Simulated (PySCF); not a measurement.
## CBr₃, SMILES `Br[C](Br)Br` (charge 0, multiplicity 2)

Computed with PySCF with PBE-D3(BJ)/def2-TZVP.

| Property | Result |
|---|---|
| highest occupied spin orbital | -5.17 eV |
| dipole moment | 0.25 D |
| total energy | -7759.3277 Ha |
| cost | around 7 core-minutes (rough) |

```xyz
4

Br    -1.0145    -1.5536    -0.0796
C      0.0008     0.0000     0.2482
Br    -0.8386     1.6552    -0.0798
Br     1.8523    -0.1015    -0.0888
```
Charge 0, spin multiplicity 2.
